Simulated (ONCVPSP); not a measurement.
## An all-electron radial function and its pseudo partner (P (Z = 15))

Columns: radius, all-electron u(r) and pseudo u(r) of the 3p shell (level -19.20 eV) of phosphorus in the configuration [Ne] 3s2 3p1.5; LDA (Perdew-Zunger), scalar-relativistic, ONCV scheme, ONCVPSP 4.0.1.

```csv
r (bohr),all-electron,pseudo
0.090,-0.1343,0.0056
0.180,-0.2874,0.0223
0.270,-0.3479,0.0495
0.360,-0.3237,0.0866
0.450,-0.2434,0.1322
0.540,-0.1321,0.1850
0.630,-0.0081,0.2429
0.720,0.1170,0.3041
0.810,0.2355,0.3665
0.900,0.3432,0.4282
0.990,0.4380,0.4876
1.080,0.5189,0.5432
1.170,0.5861,0.5940
1.260,0.6401,0.6388
1.350,0.6817,0.6768
1.440,0.7119,0.7070
1.530,0.7320,0.7288
1.620,0.7432,0.7418
1.710,0.7465,0.7463
1.800,0.7431,0.7431
1.890,0.7340,0.7340
1.980,0.7202,0.7202
2.070,0.7026,0.7026
2.160,0.6819,0.6819
2.250,0.6587,0.6587
2.340,0.6337,0.6337
```

(1) How many radial nodes do the two functions have?

(2) At about which radius was the pseudo-wave matched?

(3) Is the pseudo-wave norm-conserving?

Results:

(1) The all-electron 3p function has n − l − 1 = 1; the pseudo-wave has 0, since the states of the same l below it are removed with the core.

(2) 1.80 bohr, where the columns begin to agree (steps of 0.09 bohr).

(3) Yes: the ONCV scheme keeps the norm inside the radius equal to the all-electron one, which fixes the energy derivative of the logarithmic derivative at the level.
